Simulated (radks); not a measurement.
Values are calculated unless marked as measured or tabulated.
Species: Tl1.625+. Configuration: [Xe] 4f14 5d(up 5, down 4.375) 6s2 (fractional occupations, a model configuration). Level of theory: scalar-relativistic Kohn-Sham, PBE, spin-polarised, spherical densities, finite nucleus; Fermi nuclear charge, rms radius 5.4759 fm (a radial shooting solver on a logarithmic mesh with Libxc functionals). Some entries of the table are withheld. Estimate them.

orbital   occ.  eigenvalue (eV)  <r^2> (bohr^2)  r(max) (bohr)
1s up        1        -85597.20       0.0003690        0.01004
1s down      1        -85597.20       0.0003690        0.01004
2s up        1        -15255.38        0.005606        0.05815
2s down      1        -15255.32        0.005606        0.05815
2p up        3        -13128.37        0.004755        0.04833
2p down      3        -13128.32        0.004755        0.04833
3s up        1        -3653.986         0.03608         0.1639
3s down      1        -3653.963         0.03608         0.1639
3p up        3        -3041.433         0.03727         0.1638
3p down      3        -3041.407         0.03727         0.1638
3d up        5        -2405.455         0.03088         0.1334
3d down      5        -2405.412         0.03088         0.1334
4s up        1        -828.3034          0.1731         0.3689
4s down      1        -828.2471          0.1731         0.3689
4p up        3        -627.4114          0.1981         0.3890
4p down      3        -627.3592          0.1981         0.3890
4d up        5        -391.5349          0.2232         0.3954
4d down      5        -391.4744          0.2232         0.3954
5s up        1        -147.3537          0.8609         0.8079
5s down      1        -147.0036          0.8600         0.8075
4f up        7        -130.5292          0.2628         0.3580
4f down      7        -130.4493          0.2625         0.3580
5p up        3         -92.4459           1.139         0.9040
5p down      3         -92.0280           1.138         0.9034
5d up        5              (1)           2.120            (2)
5d down  4.375              (3)           2.131            (4)
6s up        1         -22.8410             (5)          1.991
6s down      1         -22.6362             (6)          1.997

Answer. 
(1) 5d up eigenvalue (eV): -31.2106
(2) 5d up r(max) (bohr): 1.108
(3) 5d down eigenvalue (eV): -30.7785
(4) 5d down r(max) (bohr): 1.108
(5) 6s up <r^2> (bohr^2): 5.823
(6) 6s down <r^2> (bohr^2): 5.870
